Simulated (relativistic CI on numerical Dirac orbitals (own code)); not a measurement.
Co II: calculation against measurement

Computed by Dirac-Coulomb-Breit CI, KLI orbitals optimised for each configuration, model QED (radiative potential, 1s self-energy scaled to tabulated hydrogen-like ionisation energies), valence Slater integrals scaled by 0.85, P86 correlation energy added to each configuration (own radial code, finite nucleus).

Configurations in the expansion (outside the closed core [Ar]): 3d8, 3d7 4s, 3d7 4p, 3d6 4s2, 3d7 5s, 3d6 4s 4p, 3d7 4d, 3d7 5p, 3d7 6s, 3d7 4f, 3d7 5d, 3d7 6p, 3d7 5f, 3d7 5g, 3d7 6d, 3d6 4s 5s, 3d7 6f, 3d6 4p2. Levels of other configurations are missing.

```tsv
Configuration	Term (tabulated)	J	Measured (cm⁻¹)	Computed	Error	Purity (%)
3d8	a 3F	4	0.0	0	0	99
3d8	a 3F	3	950.3	880	-70	99
3d8	a 3F	2	1597.2	1487	-111	99
3d7 4s	a 5F	5	3350.5	-4045	-7396	99
3d7 4s	a 5F	4	4029.0	-3387	-7416	99
3d7 4s	a 5F	3	4560.8	-2872	-7432	99
3d7 4s	a 5F	2	4950.1	-2494	-7444	99
3d7 4s	a 5F	1	5204.7	-2246	-7451	99
3d7 4s	b 3F	4	9812.9	3059	-6754	98
3d7 4s	b 3F	3	10708.3	3933	-6775	99
3d7 4s	b 3F	2	11321.9	4540	-6782	99
3d7 4p	z 5F°	5	45197.7	35623	-9575	96
3d7 4p	z 5F°	4	45378.8	35831	-9548	58
3d7 4p	z 5F°	3	45972.0	36398	-9574	74
3d7 4p	z 5D°	4	46320.8	36674	-9647	59
3d7 4p	z 5F°	2	46452.7	36854	-9598	86
3d7 4p	z 5F°	1	46786.4	37170	-9616	95
3d7 4p	z 5D°	3	47039.1	37362	-9677	75
3d7 4p	z 5G°	6	47078.5	37554	-9525	99
3d7 4p	z 5G°	5	47345.8	37936	-9410	89
3d7 4p	z 5D°	2	47537.4	37841	-9696	86
3d7 4p	z 5G°	4	47807.5	38354	-9453	92
3d7 4p	z 5D°	1	47848.8	38143	-9706	94
3d7 4p	z 5D°	0	47995.6	38287	-9708	98
3d7 4p	z 5G°	3	48150.9	38677	-9474	95
3d7 4p	z 5G°	2	48388.4	38907	-9482	98
```

Measured levels from NIST Handbook of Basic Atomic Spectroscopic Data (Sansonetti and Martin, J. Phys. Chem. Ref. Data 34, 1559 (2005)); pairs were made by configuration, J and term (by order where the table uses no LS term), so strongly mixed levels may be paired wrongly.

Mean error by configuration (cm⁻¹): 3d8 -90; 3d7 4s -7181; 3d7 4p -9579. Over the excited levels the mean absolute error is 8053 cm⁻¹ (25 of the 25 excited levels that our extract of the source holds in range could be paired), and the median relative error of those above 1,000 cm⁻¹ is 21 %. Some levels of the ground configuration have no partner.

Transition probabilities of persistent lines. The last column rescales the computed rate by the cube of measured over computed energy:

```csv
λ measured (Å),Lower,Upper,A tabulated (s⁻¹),A computed,A rescaled
2286.16 air,3d7 4s a 5F_5,3d7 4p z 5G°_6,3.30e+08,3.60e+08,4.19e+08
2307.86 air,3d7 4s a 5F_4,3d7 4p z 5G°_5,2.60e+08,3.23e+08,3.72e+08
2311.60 air,3d7 4s a 5F_3,3d7 4p z 5G°_4,2.80e+08,3.17e+08,3.66e+08
2314.06 air,3d7 4s a 5F_2,3d7 4p z 5G°_3,2.80e+08,3.05e+08,3.52e+08
2353.42 air,3d7 4s a 5F_3,3d7 4p z 5D°_3,1.80e+08,2.05e+08,2.41e+08
2363.80 air,3d7 4s a 5F_4,3d7 4p z 5D°_4,2.10e+08,2.22e+08,2.61e+08
2378.63 air,3d7 4s a 5F_5,3d7 4p z 5F°_4,1.90e+08,2.22e+08,2.60e+08
2383.46 air,3d7 4s a 5F_4,3d7 4p z 5F°_3,1.80e+08,2.15e+08,2.52e+08
2388.92 air,3d7 4s a 5F_5,3d7 4p z 5F°_5,1.50e+08,3.06e+08,3.60e+08
```
